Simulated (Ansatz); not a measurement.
Reactions of C₄H₃F₇ (`FCC(F)(F)C(F)(F)C(F)F`).

Computed with Ansatz on PBE0-D4/def2-TZVP structures; ΔE is electronic, products minus reactants. CBS: MP2 limit from def2 TZ/QZ plus the TZ coupled-cluster correction, frozen cores. This one scheme is used for every species, atoms too. For atomizations the MP2-based limit and the directly extrapolated one differ by several kJ/mol either way, and by 10 to 25 for some Ge, Se and Sn compounds, so smaller differences from it don't rank the levels. Open shells (•) are unrestricted, without spin–orbit coupling. Spin–orbit coupling would lower the free atoms: a little for C, F. One conformer a species, not always the lowest.

Q: Order these by ΔE at CCSD(T)/CBS, lowest first. (Estimate.)
A. `FCC(F)(F)C(F)(F)C(F)F` → `FCC(F)(F)C(F)(F)F` + `[CH]F`
B. `FCC(F)(F)C(F)(F)C(F)F` + `FCF` → `FC(F)C(F)(F)C(F)F` + `FCC(F)F`
C. `FCC(F)(F)C(F)(F)C(F)F` → `FC(F)CC(F)(F)C(F)(F)F`
D. `FCC(F)(F)C(F)(F)C(F)F` → `FC(F)C(F)(F)C(F)F` + `[CH]F`
E. `FCC(F)(F)C(F)(F)C(F)F` → 4 C• + 7 F• + 3 H•
F. `FCC(F)(F)C(F)(F)C(F)F` + `S[SiH2]Cl` → `FCS[SiH2]Cl` + `FC(F)C(F)(F)C(F)F`
G. `FCC(F)(F)C(F)(F)C(F)F` + H–F → `FCC(F)(F)C(F)(F)F` + `FCF`
H. `FCC(F)(F)C(F)(F)C(F)F` + H₂ → `FC(F)C(F)(F)C(F)F` + `CF`

A: C (-0.78 eV), H (-0.51 eV), B (-0.12 eV), G (+0.04 eV), F (+0.16 eV), A (+3.61 eV), D (+3.83 eV), E (+59.41 eV).

Largest T1 diagnostic: 0.018, for `[CH]F`.
